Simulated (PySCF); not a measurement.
Si(H)(Me)2(Cl) (C₂H₇ClSi), SMILES Cl[SiH](C)C. Atoms are numbered in the order given.

```xyz
11

Si    -0.3823    -0.4169     0.0000
C     -1.1698     0.2652     1.5500
C     -1.1698     0.2652    -1.5500
Cl     1.6375     0.1241     0.0000
H     -0.4258    -1.9086     0.0000
H     -2.2339    -0.0198     1.6015
H     -0.6694    -0.1189     2.4524
H     -1.1079     1.3650     1.5683
H     -0.6694    -0.1189    -2.4524
H     -2.2339    -0.0198    -1.6015
H     -1.1079     1.3650    -1.5683
```

Coordinates come from a r2SCAN-D4/def2-SVP optimisation.

The numbers are results of r2SCAN-D4/def2-SVP (PySCF), not measurements.

Frequencies are harmonic and unscaled.

Computed vibrational spectrum:
| mode | ν (cm⁻¹) | IR (km/mol) | Raman (Å⁴/amu) | depolarisation | moving atoms (share of kinetic energy) |
|---|---|---|---|---|---|
| 1 | 160 | 0.0 | 0.1 | 0.75 | H 98 % |
| 2 | 173 | 0.1 | 0.1 | 0.74 | H 94 % |
| 3 | 189 | 3.4 | 2.7 | 0.75 | C 34 %, H 25 %, Cl 25 %, Si 16 % |
| 4 | 193 | 0.1 | 2.1 | 0.75 | C 41 %, H 39 %, Cl 13 % |
| 5 | 240 | 3.2 | 1.1 | 0.68 | Si 36 %, H 33 %, C 22 %, Cl 8 % |
| 6 | 507 | 50.7 | 8.7 | 0.12 | Cl 46 %, Si 37 %, C 10 %, H 8 % |
| 7 | 612 | 7.6 | 2.7 | 0.75 | H 93 % |
| 8 | 667 | 15.3 | 13.2 | 0.24 | C 47 %, H 32 %, Si 19 % |
| 9 | 695 | 0.5 | 3.9 | 0.75 | H 60 %, C 32 % |
| 10 | 723 | 24.3 | 8.9 | 0.49 | H 78 %, C 13 %, Si 8 % |
| 11 | 776 | 47.0 | 3.0 | 0.75 | H 42 %, C 30 %, Si 28 % |
| 12 | 853 | 69.7 | 1.2 | 0.46 | H 65 %, C 24 %, Si 11 % |
| 13 | 896 | 185.8 | 4.7 | 0.71 | H 75 %, C 14 %, Si 11 % |
| 14 | 907 | 132.6 | 7.0 | 0.75 | H 80 %, C 11 %, Si 10 % |
| 15 | 1255 | 43.7 | 0.6 | 0.75 | H 77 %, C 23 % |
| 16 | 1261 | 17.9 | 0.9 | 0.41 | H 79 %, C 21 % |
| 17 | 1419 | 2.0 | 6.6 | 0.75 | H 96 % |
| 18 | 1422 | 0.3 | 17.5 | 0.75 | H 96 % |
| 19 | 1427 | 5.0 | 21.1 | 0.75 | H 96 % |
| 20 | 1436 | 8.6 | 1.4 | 0.71 | H 96 % |
| 21 | 2224 | 137.6 | 138.8 | 0.20 | H 97 % |
| 22 | 3034 | 1.2 | 0.6 | 0.75 | H 97 % |
| 23 | 3035 | 2.5 | 283.8 | 0.00 | H 97 % |
| 24 | 3138 | 0.1 | 23.4 | 0.75 | H 91 %, C 9 % |
| 25 | 3140 | 5.8 | 146.4 | 0.75 | H 91 %, C 9 % |
| 26 | 3151 | 2.2 | 112.3 | 0.73 | H 91 %, C 9 % |
| 27 | 3151 | 1.0 | 55.2 | 0.75 | H 91 %, C 9 % |
